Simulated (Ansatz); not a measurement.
Born–Oppenheimer molecular dynamics of ClH₅O₂SSn (10 atoms, charge 0, multiplicity 1). It starts at the highest image of a converged band, a first-order saddle point between two minima.

Level of theory: RKS PBE-D4/def2-SVP in Ansatz.

- ensemble: NVE (velocity Verlet)
- time step: 0.5 fs
- steps asked: 200
- starting velocities drawn for: 300 K
- seed: 6722

First frame:

```xyz
10
Properties=species:S:1:pos:R:3
Sn 0.169 0.314 -0.218
Cl -1.195 0.530 2.190
O 1.504 0.121 -1.705
H 1.994 -0.715 -1.572
H -0.980 1.374 -0.925
O 0.188 -1.596 0.365
H -0.351 -1.588 1.188
S 1.675 1.699 1.503
H 2.302 0.550 1.888
H 0.391 1.302 2.211
```

(1) What does the run give?

(2) What happens to the structure?

(3) How do temperature and energy run in time?

Results:

(1) All steps were run.

| Quantity | Value |
| --- | --- |
| steps done | 200 |
| time covered | 100 fs |
| mean temperature over the second half | 283 K |
| spread of the potential energy over the second half | 4.4 meV per atom |
| mean potential energy of the second half above the start | 1.8 meV per atom |

The conserved energy stayed within 0.073 meV per atom of its start (net change -0.0073 meV per atom), so the integration is sound. A run of 0.1 ps of so small a system gives no equilibrium averages. The orbitals stay closed-shell, which can raise the energy where a bond breaks towards radicals; this wasn't checked here.

(2) Between its relaxed ends the band would form Sn1–S8, Cl2–H10 and break Sn1–Cl2, S8–H10. These pairs go: Sn1–S8 2.67 → 2.52 Å, Cl2–H10 1.76 → 1.39 Å, Sn1–Cl2 2.78 → 3.34 Å, S8–H10 1.52 → 2.13 Å. In the last frame they stand as after the step (other bonds may differ from the relaxed reactants and products). These pairs come and go: their bonding changes 7 times, last at 66 of 100 fs, so the outcome isn't settled. It ends as ClH + H4O2SSn. Pairs count as bonded within 1.25 times the sum of covalent radii (0.12 Å more for H–H). This is one draw of velocities; another would differ in detail.

(3) 
```tsv
time (fs)	T (K)	potential energy less start (eV)	conserved less start (meV/atom)
0	300	0.000	0.00
3	261	0.041	0.03
6	201	0.103	0.04
9	158	0.147	0.02
12	108	0.199	0.04
15	91	0.216	0.05
18	128	0.178	0.02
21	154	0.151	0.03
24	172	0.133	0.04
27	196	0.108	0.01
30	189	0.115	0.03
33	179	0.126	0.04
36	171	0.134	0.02
39	157	0.148	0.04
42	172	0.133	0.04
45	210	0.093	0.00
48	165	0.140	0.04
51	187	0.117	0.03
54	250	0.051	-0.01
57	211	0.092	0.04
60	225	0.078	0.05
63	307	-0.008	0.00
66	296	0.004	0.02
69	281	0.020	0.04
72	334	-0.035	-0.01
75	288	0.013	0.04
78	268	0.034	0.04
81	302	-0.002	0.02
84	341	-0.042	0.00
87	282	0.019	0.05
90	316	-0.016	-0.01
93	313	-0.013	0.02
96	268	0.034	0.05
99	344	-0.046	0.01
```

The run took 2.9 min on 4 threads of AMD EPYC 7R13 Processor (Zen 3) (shared host), peak memory 0.19 GiB.
